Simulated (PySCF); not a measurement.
# Simulated absorption spectrum

Ti(NCS)(NMe2)3, C₇H₁₈N₄STi (singlet state).
SMILES: `C[N](C)[Ti]([N]=C=S)([N](C)C)[N](C)C`

The calculation used TDDFT wB97X-D/def2-SVPD, vertical, gas phase, core orbitals frozen in the response in PySCF. Geometry: PBE0-D3(BJ)/def2-SVP; no solvent, vibrations or thermal averaging.

Each state is given a Gaussian of 0.5 eV full width at half maximum, with ε(max) = 2.175×10⁸ f / Δν̃ (Δν̃ the width in cm⁻¹). The cross-section is σ = 3.8235×10⁻²¹ ε cm², given in Mb (10⁻¹⁸ cm²). The width is an assumption, not a result. The curve ends short of the highest state used, and states not computed would add to its high-energy end.

(E (eV), σ (Mb)): (3.34, 0.00), (3.39, 0.01), (3.44, 0.02), (3.49, 0.05), (3.54, 0.10), (3.59, 0.19), (3.63, 0.30), (3.68, 0.54), (3.73, 0.91), (3.78, 1.50), (3.83, 2.37), (3.88, 3.62), (3.93, 5.35), (3.97, 7.15), (4.02, 9.97), (4.07, 13.46), (4.12, 17.54), (4.17, 22.02), (4.22, 26.61), (4.27, 30.88), (4.31, 33.78), (4.36, 36.45), (4.41, 37.82), (4.46, 37.84), (4.51, 36.65), (4.56, 34.54), (4.61, 31.85), (4.66, 28.86), (4.70, 26.40), (4.75, 23.35)

(1) Locate the maxima and give the states behind the curve.

(2) On this curve, what absorbance would a 10⁻⁵ mol/L sample give at 308 nm over a 1 cm path?

(3) Does any computed singlet lie in the visible range?

(4) Coming from long wavelengths, where does ε first pass 100 L mol⁻¹ cm⁻¹?

Results:

(1) 280 nm (4.44 eV), ε about 9900, made up of S4 (30%), S5 (32%) and S6 (22%) (ε in L mol⁻¹ cm⁻¹; maxima over ε = 5, shares over 10%). The states used: S1 4.09 eV (f 0.0022); S2 4.12 eV (f 0.0015); S3 4.14 eV (f 0.017); S4 4.40 eV (f 0.057); S5 4.40 eV (f 0.060); S6 4.42 eV (f 0.040); S7 4.74 eV (f 0.032); S8 4.78 eV (f 0.019); S9 4.79 eV (f 0.019); S10 5.24 eV (f 0.0063); S11 5.25 eV (f 0.0045); S12 5.31 eV (f 0.0039); S13 5.34 eV (f 0.0052); S14 5.35 eV (f 0.0037).

(2) 308 nm is 4.025 eV, where ε is about 2700 L mol⁻¹ cm⁻¹, so A = ε c l ≈ 0.027 (Beer–Lambert, with the gas-phase spectrum and the assumed width).

(3) No computed singlet lies in the visible range (380 to 750 nm); the lowest, at 303 nm, stands 0.83 eV above its violet end (3.26 eV).

(4) At about 340 nm (3.65 eV), 0.44 eV below S1.
